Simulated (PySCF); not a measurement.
## First hyperpolarisability: `C(/C(=C)Cl)(Cl)=C\C`, C5H6Cl2

Cartesian coordinates in Å; atom numbers follow the order of the lines, from 1:
```xyz
13

C    -2.942   -0.372   -0.225
C    -1.815    0.273   -0.546
Cl   -1.917    1.654   -1.605
C    -0.460   -0.071   -0.087
Cl   -0.385   -1.454    0.973
C     0.663    0.586   -0.421
C     2.048    0.276    0.014
H    -2.906   -1.239    0.435
H    -3.904   -0.041   -0.617
H     0.523    1.439   -1.090
H     2.085   -0.583    0.696
H     2.686    0.061   -0.859
H     2.496    1.148    0.519
```

Computed, not measured: quadratic response CAM-B3LYP/aug-cc-pVDZ first hyperpolarisability, Taylor convention, gas phase in PySCF. Geometry: PBE0-D3(BJ)/def2-SVP.

Give β for the processes computed.

In au, Taylor convention; the vector part is βᵢ = ⅓ Σⱼ (βᵢⱼⱼ + βⱼᵢⱼ + βⱼⱼᵢ); β∥ is 3/5 of the vector part along the dipole, the dipole points from − to +:
| process | λ (nm) | β vector norm | β∥ | β HRS | depolarisation ratio |
| --- | --- | --- | --- | --- | --- |
| static β(0;0,0) | ∞ | 210.9 | 126.5 | 82.2 | 6.33 |
| second harmonic β(−2ω;ω,ω) | 1907 | 230.9 | 138.5 | 90.0 | 6.27 |
| Pockels β(−ω;ω,0) | 1907 | 217.3 | 130.3 | – | – |
| second harmonic β(−2ω;ω,ω) | 1064 | 286.5 | 171.8 | 111.8 | 6.08 |
| Pockels β(−ω;ω,0) | 1064 | 232.5 | 139.4 | – | – |

Which lowest excitations, dipole and polarisabilities go with it?

S1 5.46 eV (f = 0.561); S2 5.91 eV (f = 0.001); S3 6.09 eV (f = 0.007); dipole 0.85 D; isotropic α 93.7 au static, 94.1 au at 1907 nm, 94.9 au at 1064 nm, 95.2 au at 953.5 nm, 99.2 au at 532 nm.
